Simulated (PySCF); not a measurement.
CuCl from Hartree–Fock to correlated methods

State: ¹Σ⁺ (singlet), closed shell. Set-up: PySCF, no relativity, basis sets Cu def2-TZVPPD, Cl def2-TZVPPD. De refers to Cu (3d10 4s1) + Cl in their high-spin ground configurations, without counterpoise correction. A positive dipole means Cu(−)Cl(+).

| Level | Re (Å) | ωe (cm⁻¹) | De (eV) | μ (D) |
| --- | --- | --- | --- | --- |
| RHF | 2.179 | 355 | n/a | -6.89 |
| RHF-MP2 | 2.056 | 411 | n/a | n/a |
| RHF-SCS-MP2 | 2.083 | 397 | n/a | n/a |
| RHF-CCSD | 2.107 | 387 | 3.57 | n/a |
| RHF-CCSD(T) | 2.096 | 390 | 3.67 | n/a |
| PBE | 2.066 | 404 | 3.77 | -4.49 |
| revPBE | 2.082 | 393 | 3.55 | -4.60 |
| r²SCAN | 2.053 | 415 | 3.82 | -4.80 |
| M06-L | 2.059 | 416 | 4.00 | -4.84 |
| r²SCANh | 2.059 | 411 | 3.75 | -5.05 |
| B3LYP | 2.092 | 391 | 3.50 | -5.02 |
| PBE0 | 2.076 | 401 | 3.67 | -5.21 |
| MN15 | 2.077 | 407 | 3.79 | -5.39 |
| ωB97X-V | 2.082 | 405 | 3.84 | -5.53 |

(1) Which functional lies closest to RHF-CCSD(T) in De, which farthest, and by how much do they differ from it?

(2) What does the step from GGA to meta-GGA do here, going from PBE to r²SCAN?

Correlated steps freeze 10 core orbitals. Where the molecule has an RHF reference, its open-shell atoms are computed with UHF. The CCSD T1 diagnostic is raised, a sign that a single reference may not be enough here.

The whole job (state search and all levels along the bond) took about 17 min on 2 threads of Arm Neoverse V1 (shared host), peak memory 5.2 GiB.

Answers

(1) Closest is PBE0 (-2.0 pm in Re, +2.8 % in ωe, +0.00 eV in De against RHF-CCSD(T) in the same basis), farthest M06-L (-3.7 pm in Re, +6.7 % in ωe, +0.33 eV in De). CCSD(T) converges more slowly with the basis than the functionals do and binds too weakly in this one, so the order can change at the basis-set limit.

(2) r²SCAN less PBE: -1.3 pm in Re, +2.7 % in ωe, +0.05 eV in De.
